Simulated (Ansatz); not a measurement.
Molecule: MgCl, net charge 0, doublet state. 
Geometry from a B3LYP-D3(BJ)/def2-TZVP (Ansatz, an electronic-structure program) optimisation:
```xyz
2

Mg     0.0000     0.0000    -1.3021
Cl     0.0000     0.0000     0.9191
```
Charge 0, spin multiplicity 2.

Quantity: atomisation energy (electronic, to ground-state atoms), in eV. Cores are frozen in the correlated levels unless marked. UHF or UKS for open shells. No spin-orbit coupling. Non-relativistic. The coupled-cluster limit lacks core correlation, which all-electron functionals hold. Basis-set limits of correlation are two-point, X^-3; Hartree-Fock from the larger set.

```json
[
 {"level": "B3LYP-D3(BJ)/def2-TZVPD", "program": "Ansatz + dftd3", "atomisation energy (eV)": "3.23"},
 {"level": "PBE0-D4/def2-TZVPD", "program": "Ansatz + dftd4", "atomisation energy (eV)": "3.39"},
 {"level": "PBE0/def2-TZVPD", "program": "Ansatz", "atomisation energy (eV)": "3.36"},
 {"level": "CAM-B3LYP-D3(BJ)/def2-TZVPD", "program": "Ansatz + dftd3", "atomisation energy (eV)": "___"},
 {"level": "wB97X-V/def2-TZVPD", "program": "Ansatz", "atomisation energy (eV)": "3.35"},
 {"level": "B2GP-PLYP-D3(BJ)/def2-TZVPD", "program": "Ansatz + dftd3", "atomisation energy (eV)": "3.36"},
 {"level": "SCS-MP2/6-31G", "program": "Ansatz", "atomisation energy (eV)": "2.43"},
 {"level": "CCSD/def2-QZVPP", "program": "Ansatz", "atomisation energy (eV)": "3.22"},
 {"level": "CCSD(T)/CBS(def2-TZVPPD,def2-QZVPPD)", "program": "Ansatz", "atomisation energy (eV)": "___"}
]
```

Question: Some entries are withheld; supply them.

Answer: 
- CAM-B3LYP-D3(BJ)/def2-TZVPD, atomisation energy (eV): 3.24
- CCSD(T)/CBS(def2-TZVPPD,def2-QZVPPD), atomisation energy (eV): 3.41
